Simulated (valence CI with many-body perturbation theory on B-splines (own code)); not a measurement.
**Re35+: one-electron terms**

Computed by relativistic CI+MBPT: four valence electrons over a frozen Dirac-Fock core [Kr], radial functions for each j: 7 s, 7 p, 8 d, 6 f, 4 g, 1 h, with the one-electron correlation potential Σ1, the two-electron term Σ2, the three-electron term Σ3, Breit, model QED; selected CI, second order for the rest, scaled by the run's own slope (own B-spline code, finite nucleus).

No measured spectrum was set against this ion. As an estimate, large intervals hold to a few tenths of a per cent, small ones and those within an open d or f shell to about a per cent. The list stops below the first excitations out of the core.

These are the spectroscopic orbitals of the CI (the correlating ones are not listed), shaped by the core and the other valence electrons. h is the expectation value of the core's Dirac-Fock operator, without the valence repulsion; Σ1 is computed up to l = 3 at one energy for each symmetry, that of its lowest orbital but kept below the first core excitation, so for empty shells it is not the orbital's own correlation shift; Breit and QED include the response of the core.

```
Orbital  h (hartree)  Σ1 (cm⁻¹)  Breit (cm⁻¹)  QED (cm⁻¹)  ⟨r⟩ (bohr)
  5s1/2      -42.967     -11513          4921        3792      0.7145
  6s1/2      -27.899      -4555          2593        2020       1.098
  7s1/2      -19.603      -2365          1503        1191       1.567
  5p1/2      -41.154     -11532          7589        81.1      0.7237
  6p1/2      -26.925      -4721          4097        47.9       1.115
  7p1/2      -19.019      -2494          2410        29.7       1.593
  5p3/2      -39.613     -10183          4388         419      0.7542
  6p3/2       -26.11      -4310          2405         232       1.151
  7p3/2      -18.535      -2308          1563         140       1.636
  4d3/2      -62.292     -23038          8119        -820      0.4166
  5d3/2      -36.734     -10773          3472        -287      0.7586
  6d3/2      -24.558      -4920          1873        -149       1.177
  4d5/2      -61.522     -22248          4795        -399      0.4230
  5d5/2        -36.4     -10589          2113        -115      0.7664
  6d5/2      -24.378      -4827          1147       -58.2       1.186
  4f5/2      -54.244     -45870          1901        -678      0.3944
  5f5/2      -33.345     -10465           958        -241      0.7603
  4f7/2      -54.048     -40941         -42.0        -529      0.3969
  5f7/2      -33.255     -10185           150        -177      0.7630
  5g7/2       -31.08                     -154        -104      0.7181
  5g9/2      -31.052                     -336       -79.4      0.7192
```

Among the shells of the start configuration 4d4, Σ1 is largest in size for 4d3/2, where it is 0.17 % of h.

Lowest root of each symmetry, sizes in configuration state functions:

| J | Parity | Roots | Reference | Variational | Second order | Change by selected CI (cm⁻¹) | Change by second order (cm⁻¹) |
| --- | --- | --- | --- | --- | --- | --- | --- |
| 0 | even | 5 | 38 | 6173 | 15182 | -5312 | -1 |
| 1 | even | 4 | 76 | 11829 | 52129 | -4355 | -5 |
| 2 | even | 8 | 121 | 18369 | 77943 | -5147 | -8 |
| 3 | even | 6 | 120 | 18747 | 95246 | -5529 | -9 |
| 4 | even | 7 | 120 | 18661 | 99264 | -5541 | -9 |
| 5 | even | 2 | 86 | 13348 | 70921 | -5323 | -11 |
| 6 | even | 2 | 66 | 10571 | 80356 | -5666 | -10 |
| 0 | odd | 7 | 35 | 12005 | 41327 | -6783 | -2 |
| 1 | odd | 16 | 98 | 31999 | 113734 | -7469 | -4 |
| 2 | odd | 24 | 140 | 31999 | 175666 | -5975 | -28 |
| 3 | odd | 26 | 155 | 31987 | 208981 | -6132 | -50 |
| 4 | odd | 26 | 144 | 31998 | 201411 | -4908 | -44 |
| 5 | odd | 20 | 116 | 31985 | 139739 | -4994 | -29 |
| 6 | odd | 16 | 82 | 31995 | 156802 | -4924 | -20 |
| 7 | odd | 9 | 50 | 27575 | 116827 | -5387 | -5 |
| 8 | odd | 5 | 26 | 17196 | 85420 | -5435 | -4 |
| 9 | odd | 1 | 12 | 6969 | 30900 | -6255 | -5 |
